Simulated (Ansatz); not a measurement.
Mulliken charges of ClH₆SbSi₂ (`[SiH3][Sb]([SiH3])[Cl]`) from ωB97M-V/def2-TZVPP in Ansatz (PBE0-D4/def2-TZVP geometry).

| atom | x (Å) | y (Å) | z (Å) | charge (e) |
| --- | --- | --- | --- | --- |
| Si1 | -1.235 | 1.221 | -0.588 | 0.033 |
| Sb2 | 0.494 | -0.444 | -1.531 | 0.269 |
| Si3 | 1.468 | -0.757 | 0.836 | 0.033 |
| Cl4 | -0.982 | -2.296 | -1.300 | -0.329 |
| H5 | -2.302 | 1.435 | -1.599 | -0.003 |
| H6 | -1.826 | 0.704 | 0.672 | 0.009 |
| H7 | -0.541 | 2.512 | -0.329 | -0.010 |
| H8 | 0.380 | -0.907 | 1.834 | 0.009 |
| H9 | 2.337 | -1.961 | 0.847 | -0.003 |
| H10 | 2.289 | 0.442 | 1.160 | -0.010 |

Question: By hand: the dipole of these point charges (1 e Å = 4.8032 D).

Answer: Σ q r = (0.433, 0.621, 0.041) e Å, of length 0.758 e Å = 3.64 D.

Question: How does the dipole of the full density compare? (An estimate is asked.)

Answer: The calculation gave: (0.270, 0.404, 0.049) e Å, 2.35 D; the point charges give 1.55 times that, at 3° from its direction.

Point charges leave out the atoms' own dipoles, such as those of lone pairs, and Mulliken's split depends on the basis, so the two needn't agree.
